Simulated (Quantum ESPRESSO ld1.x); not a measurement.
Problem. The mean radii <r> (bohr) of the occupied orbitals of an atom or ion are listed with their occupations. Calculated with ld1.x of Quantum ESPRESSO 7.5: scalar-relativistic Kohn-Sham, LDA (Slater exchange, Perdew-Zunger correlation), spin-unpolarised, spherical densities, point nucleus.

orbital  occ.      <r>
1s          2  0.03921
2s          2   0.1727
2p          6   0.1505
3s          2   0.4931
3p          6   0.4992
3d         10   0.4986
4s          2    1.354
4p          6    1.562
5s          1    3.846

Name the element and its charge.

Solution. Z = 38, strontium, charge +1: Sr+ in [Kr] 5s1. The 1s radius gives Z: for a bare nucleus <r> = (2 gamma + 1)/(2Z) with gamma = sqrt(1 - (Z/c)^2), 0.03844 bohr for Z = 38, and screening makes it slightly larger (0.03921 here). The occupations add up to 37, and the charge is Z minus that.
